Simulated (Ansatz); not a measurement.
Calculated with Ansatz (gas phase, PBE0-D4/def2-TZVP geometries, no zero-point term in ΔE). CCSD(T)/CBS is the MP2 limit (def2-TZVPP, def2-QZVPP) plus CCSD(T) − MP2 in def2-TZVPP, frozen cores. DFT in def2-TZVPP. One conformer a species, not always the lowest.

`BS[SiH2]OC` + `C1CCOC1` → `BS[SiH3]` + `COC1CCCO1`  (formal exchange of groups at the Si–O bond)

Problem. Is it downhill or uphill in electronic energy at CCSD(T)/CBS, and by how much? (An estimate is asked.)

Solution. The calculation gave: Uphill: ΔE = +28.5 kcal/mol.

Problem. What do these levels give: CAM-B3LYP-D4, BHLYP, HF/def2-TZVPP, MP2/def2-TZVPP, CCSD(T)/def2-TZVPP, HF/CBS(def2)? (Best estimate.)

Solution. The calculation gave: CAM-B3LYP-D4 28.0, BHLYP 29.2, HF/def2-TZVPP 29.6, MP2/def2-TZVPP 28.9, CCSD(T)/def2-TZVPP 27.2, HF/CBS(def2) 30.1 kcal/mol.

Largest T1 diagnostic among the species: 0.014.

From PBE to PBE0 (25 % exact exchange), in def2-TZVPP and without D4, ΔE moves by +0.9 kcal/mol. At CCSD(T), def2-SVP lies −7.6 kcal/mol from the extrapolated value and def2-TZVPP −1.2 kcal/mol.
